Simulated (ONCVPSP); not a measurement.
# argon, ONCV: configuration errors across variants

- Element: argon (Ar)
- Generator: ONCVPSP 4.0.1
- Type: optimised norm-conserving Vanderbilt (ONCV)
- Functional: Wu-Cohen
- Relativity: scalar-relativistic
- Frozen core: [Ne]
- Valence charge: 8
- Reference configuration: 3s2 3p5.5 (charge +0.5)
- Partial waves: 3s: rc 1.25 bohr, ncon 3, nbas 6, qcut 6 1/bohr, 2 projectors, debl 1 Ha; 3p: rc 1.15 bohr, ncon 3, nbas 8, qcut 6.6 1/bohr, 2 projectors, debl 1.2 Ha; d scattering state at 0.17 Ha: rc 1.25 bohr, ncon 3, nbas 8, qcut 8.7 1/bohr, 2 projectors, debl 1.2 Ha
- Local potential: polynomial inside 1.10 bohr (lpopt 5, dvloc0 2 Ha)
- Core correction: Teter function, fcfact 4.25, rcfact 1.7

In the s channel the program set the typed energies aside and used -1.111, 0.250 Ha.

All-electron excitation energies from the reference (eV): (1) 3s2 3p6 -6.535; (2) 3s2 3p5 9.500; (3) 3s2 3p4 38.141; (4) 3s1 3p6 24.071.

A true bound ghost makes a file unfit for plane-wave use even where its test errors are small: the radial tests pick states by their node count and pass the ghost by.

Errors AE − PS in meV (a dash: test not solved or not reliable):

```tsv
change	(1)	(2)	(3)	(4)	bound ghosts	GHOST(+) flags above zero
base	+0.6	-0.4	+0.9	-4.1	none	none
local potential polynomial inside 0.75 bohr (lpopt 5, dvloc0 6 Ha)	+0.6	-0.4	+0.9	-4.1	none	s
core correction none	+0.8	0.0	+9.2	-0.6	none	none
all radii but the core radius scaled by about 0.80 (s 1.00, p 0.92, d 1.00 bohr); local potential polynomial inside 0.88 bohr (lpopt 5, dvloc0 2 Ha)	+3.8	-4.4	-14	-1.5	p	s, p
p: nbas 7	+0.7	-0.5	+0.4	-4.0	none	none
d: qcut 11.9	+0.6	-0.4	+0.9	-4.1	none	none
```

Q: Give the same row for: core correction Teter function, fcfact 7.6, rcfact 1.7.

A: +0.5, -0.7, -4.0, -5.7; bound ghosts: none; GHOST(+) flags above zero: none.
